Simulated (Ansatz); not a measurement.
silicon atom (Si), triplet; Ansatz (a quantum-chemistry and plane-wave program) with MP2/def2-SVP.

Here is a job for Ansatz.
Ansatz 0.2 input:
```yaml
crystal:
  periodic: [false, false, false]
  atoms:
    - {symbol: Si, position_ang: [0.00000000, 0.00000000, 0.00000000]}
basis:
  gaussian:
    orbitals: def2-SVP
magnetization: {spin_polarized: true, initial_magnetization: 2}
correlation: {method: mp2}
scf: {lower_state_search: off}
```

The log (banner, timings and long lists left out):

```
Functional definition: HF
these checks for a lower state are left out or cut short: stability, starts, cluster_reference, orbital_swaps, neighbouring_geometries, increment
98 factors; integrals over basis functions are off by at most 5.2e-5 eV
mean field evaluation 1: about -7857.1891 eV, gradient 3.6e0 eV
mean field evaluation 2: about -7857.1929 eV, gradient 3.7e0 eV
mean field evaluation 4: about -7857.3728 eV, gradient 1.4e-1 eV
mean field evaluation 8: about -7857.3729 eV, gradient 2.3e-6 eV
mean field -7857.37290716 eV, -288.7531284196 hartree, gradient 2.5e-6 eV, S^2 2.008908; 0 other end points of the search recorded, 0 dependent functions left out
5 core orbitals not correlated
reference -7857.37290716 eV, -288.7531284196 hartree; 3, 1 occupied and 10, 12 virtual orbitals, 98 factors
second order -1.18342652 eV of doubles, -0.00000000 eV of singles
Total energy: -7858.55633368 eV, -288.7966185419 hartree
Checks for a lower state left out: stability, starts, cluster_reference, orbital_swaps, neighbouring_geometries, increment
```
